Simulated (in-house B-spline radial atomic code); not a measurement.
Hg. Computed with a B-spline radial atomic code. Model: non-relativistic spherical atom: semilocal Troullier-Martins pseudo-atom, one channel per l, against all electrons, high spin, G0W0 and RPA with empty states to l = 8, local potential for every l without a channel, a model core (radius 0 = none) keeps its share of the functional.

The core holds an angular momentum without a channel of its own, so the local potential lets valence electrons into it.

Without relativity these are model numbers for so heavy an element.

What the tables leave out is listed at the end.

The pseudopotential gives back the lowest level of each angular momentum of its own functional in the configuration it was made in; a second state of the same l is only approximately right. Exact exchange, RPA and GW see the smooth pseudo-orbitals and miss the exchange with the core, for which the functional's share stands in. The column with an uncorrelated core keeps all orbitals and exact exchange, and so separates missing core correlation from pseudisation. Only the three outermost levels and the lowest empty one were computed. RPA here is direct RPA, with no exchange kernel, and its energies carry an (l + 1/2)⁻⁴ tail. A hybrid on a potential with a model core restores only its own semilocal share of the core's exchange.

Command:
```bash
python run_psgw.py task.json out
```
Settings (lengths in bohr, energies in hartree):
```
Z                      80
electrons              80
configuration          [Xe] 4f14 5d10 6s2
generated_in           [Xe] 4f14 5d10 6s2
functional             lda,vwn
core_shells            11
radius_factor          1.15
core_correction        True
ion_configuration      [Xe] 4f14 5d10 6s1
```

Run time, properties included: 120 s on 1 thread of Arm Neoverse N1, with other jobs on the host.

Given: made with LDA VWN5; model core radius 0.772 bohr; local radius 1.38 bohr; mean-field start LDA VWN5.

Valence shells of the generating configuration: 5p, 5d, 6s.

Channel: s 2.88, p 1.115, d 1.324 (radii in bohr).

Computed: largest level miss in the spin-unpolarised generating configuration 0 eV; valence RPA correlation energy pseudo -1.2884 hartree; all-electron RPA polarisability, core included 44.104 bohr³; pseudo-atom RPA polarisability 44.159 bohr³; ionisation by mean-field all-electron 8.8241 eV; ionisation by RPA all-electron 8.8033 eV; ionisation by RPA pseudo minus all 0.784 eV.

| level | occupied | mean-field all-electron (eV) | mean-field pseudo minus all (eV) | G0W0 all-electron (eV) | G0W0 uncorrelated core minus all (eV) | G0W0 pseudo minus all (eV) | exchange self-energy all-electron (eV) | exchange self-energy pseudo (eV) |
| --- | --- | --- | --- | --- | --- | --- | --- | --- |
| 6s | 1 | -5.5821 | 0 | -8.5911 | 0.024 | -0.777 | -11.408 | -11.727 |

Task: What is the ionisation by mean-field pseudo minus all?

Result: 0.004 eV.

Task: What is the valence RPA correlation energy all-electron orbitals?

Result: -1.0479 hartree.

Given: mean-field start PBE0.

Computed: valence RPA correlation energy pseudo -1.2203 hartree; all-electron RPA polarisability, core included 41.943 bohr³; ionisation by mean-field all-electron 8.2005 eV; ionisation by mean-field pseudo minus all 0.386 eV; ionisation by RPA all-electron 8.6266 eV; ionisation by RPA pseudo minus all 0.901 eV.

| level | occupied | mean-field all-electron (eV) | mean-field pseudo minus all (eV) | G0W0 all-electron (eV) | G0W0 uncorrelated core minus all (eV) | G0W0 pseudo minus all (eV) | exchange self-energy all-electron (eV) | exchange self-energy pseudo (eV) |
| --- | --- | --- | --- | --- | --- | --- | --- | --- |
| 6s | 1 | -5.9374 | -0.299 | -8.5293 | 0.026 | -0.912 | -11.02 | -12.173 |

Task: What is the pseudo-atom RPA polarisability?

Result: 37.52 bohr³.

Task: What is the valence RPA correlation energy all-electron orbitals?

Result: -0.9877 hartree.

Among the listed levels the largest G0W0 shift of the pseudo-atom is -0.91 eV, for 6s on the PBE0 start, while leaving the core uncorrelated moves that level by +0.03 eV. So pseudisation and the lost core exchange, not the missing core correlation, make the error. Not in the tables (levels of low weight, unsolved or above zero; the highest and the empty levels are kept at any weight): on LDA the G0W0 levels 5d (pseudo minus all +0.29 eV, weights 0.58 and 0.53), 5p (pseudo minus all +6.67 eV, weights 0.00 and 0.06), 6p (pseudo minus all +0.03 eV, weights 0.90 and 0.90); on PBE0 the G0W0 levels 5d (pseudo minus all +0.96 eV, weights 0.77 and 0.74), 5p (pseudo minus all +4.37 eV, weights 0.02 and 0.06), 6p (pseudo minus all +0.15 eV, weights 0.94 and 0.93); no Hartree-Fock pseudo-atom is run with a model core.
